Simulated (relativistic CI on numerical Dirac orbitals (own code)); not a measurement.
# Tm24+: sensitivity of the levels to the model

Base calculation: Dirac-Coulomb-Breit CI, separate exchange-only KLI orbitals for each configuration, model QED, unscaled Slater integrals.

Configurations in the expansion (outside the closed core [Ar] 3d10): 4s2.4p6.4d9, 4s2.4p5.4d10, 4s2.4p6.4d8.4f, 4s.4p6.4d10, 4s2.4p5.4d9.4f, 4s2.4p6.4d8.5s, 4s.4p6.4d9.4f, 4s2.4p6.4d8.5p, 4s2.4p6.4d7.4f.5s, 4s2.4p6.4d8.5d, 4s2.4p5.4d9.5s, 4s2.4p6.4d7.5s.5p, 4s2.4p6.4d7.5s2, 4s2.4p6.4d6.4f.5s2, 4s2.4p5.4d7.4f.5s2, 4s.4p6.4d7.4f.5s2. Double excitations out of closed p, d and f shells are left out; levels of such configurations are missing from the list, as are those of other unlisted configurations, and high levels can miss mixing partners.

The lowest level and the first level of each name with at least 55 % of one term (blank where a level has no safe partner in the second run):

| Level | Base (cm⁻¹) | Shift (cm⁻¹) |
| --- | --- | --- |
| 4s2.4p6.4d9 2D_5/2 | 0 | 0 |
| 4s2.4p6.4d9 2D_3/2 | 87931 | -594 |
| 4s2.4p5.4d10 2P°_3/2 | 1240588 | -4739 |
| 4s2.4p6.4d8.4f 4F°_7/2 | 1343047 | -12310 |
| 4s2.4p6.4d8.4f 4F°_9/2 | 1358596 | -12429 |
| 4s2.4p6.4d8.4f 4I°_15/2 | 1374851 | -12641 |
| 4s2.4p6.4d8.4f 4H°_13/2 | 1387959 | -12162 |
| 4s2.4p6.4d8.4f 4F°_3/2 | 1416918 | -12511 |
| 4s2.4p6.4d8.4f 4G°_7/2 | 1431302 | -12401 |
| 4s2.4p6.4d8.4f 2K°_13/2 | 1473671 | -12606 |
| 4s2.4p6.4d8.4f 2K°_15/2 | 1486669 | -12641 |
| 4s2.4p6.4d8.4f 4D°_5/2 | 1518710 | -11796 |
| 4s2.4p6.4d8.4f 2I°_11/2 | 1530404 | -12561 |

At this charge energies of transitions that change n are usually good to better than 1 %, and those within a shell (Δn = 0) to a few per cent.

Problem. One thing was changed in a second run, which moved the levels as shown. Which?
A. Breit term removed
B. P86 correlation estimate
C. QED terms removed
D. only the first 3 configurations

Solution. D. Only the first 3 configurations. With fewer configurations the levels that remain lose their mixing partners.

LS names give the leading component of a level, which can be under half, so a name can repeat, a term be missing and a line seem to break the LS rules.
